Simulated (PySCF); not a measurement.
## From computed data to an observable: chemical shift, span and skew from a shielding tensor

C4H6ClF, SMILES CC/C(F)=C/Cl. Atoms are numbered in the order given.

```xyz
12

C      2.5896    -0.2337     1.0307
C      1.4970    -1.0805     0.3661
C      0.3423    -0.2631    -0.1146
F      0.6850     0.6700    -1.0157
C     -0.9282    -0.3845     0.2835
Cl    -2.2117     0.6112    -0.3190
H      2.9580     0.5383     0.3389
H      2.2035     0.2723     1.9294
H      3.4429    -0.8619     1.3279
H      1.9228    -1.6148    -0.5027
H      1.1210    -1.8488     1.0589
H     -1.2194    -1.1346     1.0181
```

Geometry: B3LYP-D3(BJ)/def2-SVP. The structure was generated by enumeration; whether it is a known compound was not checked. Other conformers were not sampled.

GIAO shieldings from B3LYP/pcSseg-1 in PySCF, non-relativistic, no solvent. The symmetric part of the tensor of F4 has the principal values 173.3, 245.8, 414.6 ppm. The same nucleus in CFCl3 has σ = 161.7 ppm at this level (PySCF, at its B3LYP-D3(BJ)/def2-TZVP geometry). Without spin–orbit terms, shifts of atoms bonded to Cl or Br come out too high.

Question: Work out the isotropic shielding, the ¹⁹F shift against CFCl3, the span and the skew.

Answer: 
σ(iso) = (σ11 + σ22 + σ33)/3 = 277.9 ppm. δ = σ(ref) − σ(iso) = 161.7 − (277.9) = -116.2 ppm.
Span Ω = σ33 − σ11 = 241.3 ppm. Skew κ = 3(σ(iso) − σ22)/Ω = 0.40. Tumbling in solution averages the tensor to δ; in a static solid the shielding alone would spread this spin-1/2 line over Ω.
